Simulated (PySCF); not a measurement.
C₁₀H₈O₂, SMILES c1(occc1)-c1cc(O)ccc1, GFN2-xTB optimised geometry.

```
20

O     -3.18    -1.87     0.00
C     -2.46    -0.71     0.00
C     -3.16     0.49     0.00
C     -2.45     1.68     0.00
C     -1.07     1.69     0.00
C     -0.37     0.49     0.00
C      1.08     0.47     0.00
C      2.01     1.48    -0.03
C      3.28     0.86    -0.02
C      3.04    -0.48     0.03
O      1.73    -0.73     0.04
C     -1.08    -0.71     0.00
H     -2.58    -2.63     0.00
H     -4.23     0.47     0.00
H     -2.99     2.62     0.00
H     -0.54     2.63     0.00
H      1.82     2.53    -0.07
H      4.23     1.35    -0.03
H      3.70    -1.32     0.05
H     -0.53    -1.65     0.00
```

Density from PBE/def2-SVP run with PySCF at that geometry.

Minimum of the electron density along straight lines between bonded atoms, close to the bond critical point (lines longer than 1.1 times the sum of covalent radii, or with two minima, are not listed):

```
bond     length / Å  ρ at the minimum / e bohr⁻³  ∇²ρ there / e bohr⁻⁵  position (fraction from the first atom)
-------  ----------  ---------------------------  --------------------  ---------------------------------------
O1–C2         1.360                        0.286                 -0.33                                     0.66
C2–C3         1.392                        0.308                 -0.77                                     0.52
C3–C4         1.382                        0.309                 -0.76                                     0.50
C4–C5         1.382                        0.309                 -0.76                                     0.50
C5–C6         1.395                        0.302                 -0.73                                     0.49
C6–C7         1.450                        0.276                 -0.66                                     0.49
C7–C8         1.374                        0.317                 -0.77                                     0.52
C8–C9         1.412                        0.290                 -0.66                                     0.50
C9–C10        1.361                        0.323                 -0.80                                     0.48
C7–O11        1.355                        0.283                 -0.07                                     0.33
C10–O11       1.341                        0.291                  0.04                                     0.33
C2–C12        1.386                        0.310                 -0.77                                     0.51
C6–C12        1.395                        0.301                 -0.72                                     0.50
O1–H13        0.965                        0.356                 -2.21                                     0.81
C3–H14        1.078                        0.281                 -1.05                                     0.63
C4–H15        1.080                        0.281                 -1.05                                     0.63
C5–H16        1.078                        0.281                 -1.04                                     0.63
C8–H17        1.070                        0.283                 -1.08                                     0.63
C9–H18        1.071                        0.283                 -1.08                                     0.64
C10–H19       1.072                        0.288                 -1.14                                     0.65
C12–H20       1.082                        0.278                 -1.02                                     0.63
```
